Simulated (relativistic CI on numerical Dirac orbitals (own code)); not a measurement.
Ir⁷⁺: 4d photoemission

Computed with this model: Dirac-Coulomb-Breit CI, separate exchange-only KLI orbitals for each configuration, QED by a radiative potential, valence Slater integrals scaled by 0.7, multiplet model of photoemission in the sudden approximation; configurations [Xe] 4f14 5d2 → [Kr] 4d9 4f14 5s2 5p6 5d2; 80 K; Lorentzian 4.9 eV and Gaussian 0.6 eV FWHM. Energies are those of the free ion, without screening or charge transfer. The energies are binding energies and can lie tens of eV above those of solids. S is read from ⟨S²⟩ = S(S + 1).

Computed curve for free ion, scaled to 100 at the maximum (points under 2 are left out and the grid is thinned):

| Energy (eV) | Intensity |
| --- | --- |
| 397.0 | 2.2 |
| 398.2 | 2.5 |
| 399.8 | 3.0 |
| 401.0 | 3.4 |
| 402.2 | 4.0 |
| 403.4 | 4.8 |
| 405.0 | 6.3 |
| 406.2 | 7.8 |
| 407.4 | 10.1 |
| 408.6 | 13.5 |
| 410.2 | 21.4 |
| 411.4 | 32.4 |
| 412.6 | 51.5 |
| 413.8 | 80.3 |
| 415.4 | 98.6 |
| 416.6 | 75.2 |
| 417.8 | 49.5 |
| 419.0 | 33.0 |
| 420.6 | 21.7 |
| 421.8 | 17.5 |
| 423.0 | 15.3 |
| 424.2 | 14.8 |
| 425.8 | 17.1 |
| 427.0 | 22.0 |
| 428.2 | 31.7 |
| 429.4 | 47.3 |
| 431.0 | 60.6 |
| 432.2 | 50.5 |
| 433.4 | 38.1 |
| 434.6 | 28.8 |
| 436.2 | 18.1 |
| 437.4 | 12.6 |
| 438.6 | 9.1 |
| 439.8 | 6.8 |
| 441.4 | 5.0 |
| 442.6 | 4.1 |
| 443.8 | 3.4 |
| 445.0 | 2.9 |
| 446.6 | 2.4 |
| 447.8 | 2.1 |

The ground state has S = 0.91, and the centroid lies at 421.59 eV.
